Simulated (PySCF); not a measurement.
## Excitation energy of Tc by level of theory

Tc [Kr] 4d5 5s2 (6S) → Tc [Kr] 4d4 5s2 5p1 (high-spin determinant), as a difference of total energies. Calculation: PySCF 2.14, in aug-cc-pVTZ-PP with ECP28MDF (6s6p5d3f2g, 88 functions); a scalar-relativistic core potential. Correlated levels: valence: 4s2 4p6 frozen. The calculations carry no spin-orbit coupling.

```
           method  excitation energy (eV)
              UHF                   6.786
              LDA                   7.198
              PBE                   7.109
             PBE0                   7.091
           r2SCAN                   7.259
            HSE06                   7.071
           M06-2X                   7.105
             TPSS                   6.960
        CAM-B3LYP                   6.903
    MP2 (valence)                   7.113
SCS-MP2 (valence)                   6.708
```

How much does correlation contribute at MP2 (valence)?

7.113 − (6.786) = 0.327 eV, measured against UHF.

The determinant of the upper state mixes LS terms, which raises its energy above the lowest term, most at the Hartree-Fock and MP2 levels.
